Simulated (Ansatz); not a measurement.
Reaction (ligand exchange at a W–Cl bond): `[NH]=[W](=[NH])([F])[Cl]` + H–F → `[NH]=[W](=[NH])([F])[F]` + HCl

Isolated molecules relaxed with PBE0-D4/def2-TZVP in Ansatz; ΔE leaves out vibrations. CCSD(T)/CBS adds triple-zeta CCSD(T) − MP2 to the extrapolated MP2 energy (def2 sets, frozen cores). This one scheme is used for every species. DFT in def2-TZVPP. B3LYP here is the variant with VWN-RPA as its local correlation; programs differ in this. HSE06 is defined as in plane-wave codes. def2 core potentials past Kr. For W outer-core shells are correlated without core-valence functions, which leaves a few kJ/mol of doubt a bond. Each species was taken in one conformer, which may not be the lowest.

| level | ΔE (kJ/mol) | difference from CCSD(T)/CBS |
| --- | --- | --- |
| LDA (SPW92) | 3.3 | -12.1 |
| revPBE-D4 | 4.8 | -10.6 |
| BLYP-D4 | -1.8 | -17.2 |
| B97M-V | -2.9 | -18.3 |
| PBE0-D4 | 9.2 | -6.2 |
| B3LYP-D4 | 2.4 | -13.0 |
| r2SCANh-D4 | 3.2 | -12.2 |
| r2SCAN0-D4 | 6.7 | -8.7 |
| HSE06-D4 | 9.7 | -5.7 |
| BHLYP-D4 | 6.0 | -9.4 |
| CAM-B3LYP-D4 | -4.8 | -20.2 |
| ωB97M-V | 0.9 | -14.5 |
| B2PLYP | 6.3 | -9.1 |
| PBE-QIDH | 16.4 | 1.0 |
| PBE | 0.1 | -15.3 |
| revPBE | -1.2 | -16.6 |
| BLYP | -9.1 | -24.5 |
| r2SCAN | -0.4 | -15.8 |
| PBE0 | 5.8 | -9.6 |
| B3LYP | -3.7 | -19.1 |
| r2SCANh | 2.2 | -13.2 |
| r2SCAN0 | 5.6 | -9.8 |
| HSE06 | 6.5 | -8.9 |
| CAM-B3LYP | -8.4 | -23.8 |
| LC-ωPBE | -7.6 | -23.0 |
| RPA@PBE/def2-TZVPP | 4.9 | -10.5 |
| HF/def2-SVP | -5.2 | -20.6 |
| MP2/def2-SVP | 10.6 | -4.8 |
| CCSD/def2-SVP | -3.8 | -19.2 |
| CCSD(T)/def2-SVP | -2.3 | -17.7 |
| HF/def2-TZVPP | -2.2 | -17.6 |
| MP2/def2-TZVPP | 28.4 | 13.0 |
| SCS-MP2/def2-TZVPP | 18.3 | 2.9 |
| CCSD/def2-TZVPP | 7.6 | -7.8 |
| CCSD(T)/def2-TZVPP | 11.1 | -4.3 |
| HF/def2-QZVPP | -2.5 | -17.9 |
| MP2/def2-QZVPP | 30.8 | 15.4 |
| SCS-MP2/def2-QZVPP | 20.7 | 5.3 |
| HF/CBS(def2) | -2.6 | -18.0 |
| MP2/CBS(def2) | 32.8 | 17.4 |
| CCSD(T)/CBS | 15.4 | 0 |

Largest T1 diagnostic among the species: 0.020, so the coupled-cluster value is less sure than usual.

In def2-TZVPP, CCSD(T) changes the Hartree–Fock value by +13.3 kJ/mol (the triples alone add +3.5 kJ/mol) and MP2 by +30.7 kJ/mol. The D4 term adds +6.1 kJ/mol with B3LYP and +3.3 kJ/mol with PBE0; it sums over pairs of atoms, weighted by their polarisabilities, and B3LYP, whose exchange is more repulsive, gets the larger term.
